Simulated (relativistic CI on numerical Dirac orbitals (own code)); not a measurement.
## Crystal-field levels of Zn³⁺, 3d9

Calculated by Dirac-Coulomb-Breit CI, KLI orbitals optimised for each configuration, model QED, valence Slater integrals scaled by 0.8, one configuration in a parametric crystal field (own radial code).

Field parameters in Wybourne normalisation: D4h B²₀ = −7Ds, B⁴₀ = 21(Dq − Dt), B⁴₄ = 21√(5/14) Dq. The field is a parameter set, without covalency.

S is read from ⟨S²⟩ = S(S + 1).

Levels (cm⁻¹, degeneracy): 0 (2), 5332 (2), 7183 (2), 8930 (2), 11249 (2).

Which field gives this pattern?
A. D4h, 10Dq = 27050, Ds = 2840, Dt = 210 cm⁻¹
B. D4h, 10Dq = 18450, Ds = 1350, Dt = -540 cm⁻¹
C. D4h, 10Dq = 13400, Ds = 1740, Dt = -150 cm⁻¹
D. D4h, 10Dq = 10800, Ds = 370, Dt = 850 cm⁻¹

D. D4h, 10Dq = 10800, Ds = 370, Dt = 850 cm⁻¹, ground level with S = 0.50.
